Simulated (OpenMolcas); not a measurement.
## Ta3+ in Cs2NaYCl6: curves along the breathing mode

Ta3+ with its 6 nearest chloride ions, on the Y site of Cs2NaYCl6 (a = 10.7396 Å, distance in the model lattice 2.619 Å). The rest of the host is ab initio model potentials to 7.6 Å, with orthogonalisation functions on the cations behind the ligands, and point charges beyond; the distance is set by hand and nothing relaxes. Ligand basis ANO-RCC-VDZP.

```
Program             : OpenMolcas
Method              : SS-CASPT2, IPEA 0.25 Eh, imaginary shift 0.1 Eh (the lowest 29 gerade and 27 ungerade orbitals frozen, chosen by energy and not by shell, so the metal 5p can be frozen and 4f correlated)
Basis               : ANO-RCC-VDZP [7s6p4d2f1g]
Scalar Hamiltonian  : DKH2, point nucleus
Active space        : 2 electrons in 5 orbitals (5d)
State averaging     : 2S+1 = 3 even, 10 roots; 2S+1 = 1 even, 15 roots
Spin-orbit coupling : state interaction with AMFI integrals over the reference wave functions
```

Spin-free energies (labels of O, the rotations of Oh) in cm-1 above the lowest fitted minimum, as all ligands move together:

```
R (Å)    3T1    1T2     1E    1A1    3T2  3T1(2)  1T2(2)
2.362   3080   9570   9900  18610  29400   34890   35790
2.418    420   7120   7470  16360  24300   30070   31170
2.473    140   7030   7350  16360  21990   27820   29030
2.529   1740   8800   9170  18260  21530   27590   28940
2.584   5010  12230  12580  21720  23060   29210   30630
 2.64   9820  17130  17480  26640  26210   32460   33960
2.696  15880  23240  23660  32790  30790   36990   38720
```

Cubic fits give the following; the wavenumber is harmonic, with the mass of all moving ligands, small differences in it between states hang on the degree of the fit, a number in brackets counts states of one label, and the table is a selection of at most 14 states with clean curves.

```tsv
State	R0 (Å)	Breathing mode (cm-1)	Minimum (cm-1)
3T1	2.455	325	0
1T2	2.450	326	6820
1E	2.450	325	7160
1A1	2.446	323	16120
3T2	2.511	319	21440
3T1(2)	2.506	318	27430
1T2(2)	2.504	317	28720
1T1	2.502	319	30960
3A2	2.566	311	42180
1E(2)	2.560	310	49320
1A1(2)	2.551	310	57840
```

The minimum of 3T2 is shifted by +0.0558 Å against 3T1 (from the unrounded fits). With M = 212.7 u for the moving shell, the Huang-Rhys factor in this mode is S = M ω ΔR² / 2ħ = 0.01483 × 212.7 × 325 × 0.0558² = 3.19. Only the first shell moves, against a rigid host.

Roots that are degenerate in the reference are averaged as groups; the widest CASPT2 spread within a group is 250 cm-1 (the 3-fold group of multiplicity 3 near 21100 cm-1 above the lowest state of its run, R = 2.696). Shifts and gaps below about the spread of the groups concerned are not significant. Over all roots computed the reference weight is 0.67 to 0.68 in R = 2.362, 0.67 to 0.68 in R = 2.418, 0.67 to 0.68 in R = 2.473, 0.68 in R = 2.529, 0.68 in R = 2.584, 0.68 in R = 2.64, 0.68 in R = 2.696; a low but even weight reflects the number of correlated electrons. An orbital triplet at a regular site is open to Jahn-Teller coupling, which can distort the site and quench the lowest spin-orbit gaps and is left out. Ligand-to-metal charge-transfer states are missing. With no ligand orbital active B as a rule stays too high, so bands that hang on it stand too high and its fall with covalency is understated. With one d shell and no ligand orbital active, 10Dq can be off by a tenth or more. The least metal-like active orbital is 69 % on the metal (Löwdin) and no ligand orbital is active, so the numbers are rough (holds for R = 2.362). The least metal-like active orbital is 72 % on the metal (Löwdin) and no ligand orbital is active, so the numbers are rough (holds for R = 2.418). The least metal-like active orbital is 74 % on the metal (Löwdin) and no ligand orbital is active, so the numbers are rough (holds for R = 2.473). The least metal-like active orbital is 76 % on the metal (Löwdin) and no ligand orbital is active, so the numbers are rough (holds for R = 2.529). The least metal-like active orbital is 78 % on the metal (Löwdin) and no ligand orbital is active, so the numbers are rough (holds for R = 2.584). The least metal-like active orbital is 79 % on the metal (Löwdin) and no ligand orbital is active, so the numbers are rough (holds for R = 2.64). The least metal-like active orbital is 81 % on the metal (Löwdin) and no ligand orbital is active, so the numbers are rough (holds for R = 2.696). No measured value stands beside these numbers.
